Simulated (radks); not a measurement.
Question: Pt3+, 75 electrons, occupied as [Xe] 4f14 5d7. Calculated with a radial shooting solver on a logarithmic mesh with Libxc functionals: scalar-relativistic Kohn-Sham, PBE, spin-polarised, spherical densities, finite nucleus; open shells are filled with parallel spins first (spin-orbit coupling, left out, can overturn this in heavy ions); Fermi nuclear charge, rms radius 5.427 fm. Some entries of the table are withheld. Estimate them.

| orbital | occ. | eigenvalue (eV) | <1/r> (bohr^-1) |
|---|---|---|---|
| 1s down | 1 | -78432.19 | 93.91 |
| 1s up | 1 | -78432.18 | 93.91 |
| 2s up | 1 | -13808.87 | 22.01 |
| 2s down | 1 | -13808.65 | 22.01 |
| 2p up | 3 | -11975.95 | 19.66 |
| 2p down | 3 | -11975.77 | 19.66 |
| 3s up | 1 | -3270.818 | 8.161 |
| 3s down | 1 | -3270.737 | 8.161 |
| 3p up | 3 | -2736.753 | 7.465 |
| 3p down | 3 | -2736.661 | 7.465 |
| 3d up | 5 | -2156.612 | 7.031 |
| 3d down | 5 | -2156.451 | 7.031 |
| 4s up | 1 | -730.7373 | 3.492 |
| 4s down | 1 | -730.5225 | 3.491 |
| 4p up | 3 | -555.5092 | 3.158 |
| 4p down | 3 | -555.3105 | 3.157 |
| 4d up | 5 | -342.4159 | 2.826 |
| 4d down | 5 | -342.1850 | 2.826 |
| 5s up | 1 | -137.6382 | 1.418 |
| 5s down | 1 | -136.0495 | 1.426 |
| 4f up | 7 | -105.6833 | 2.389 |
| 4f down | 7 | -105.3328 | 2.393 |
| 5p up | 3 | (1) | 1.207 |
| 5p down | 3 | (2) | 1.214 |
| 5d up | 5 | -39.7404 | 0.8734 |
| 5d down | 2 | -37.4986 | 0.8707 |
| 6s up | 0 | -32.9598 | 0.5515 |
| 6s down | 0 | -31.5270 | 0.5392 |
| 6p up | 0 | -23.5545 | 0.4476 |
| 6p down | 0 | -22.5702 | 0.4362 |

Answer: 
(1) 5p up eigenvalue (eV): -91.7058
(2) 5p down eigenvalue (eV): -89.7224
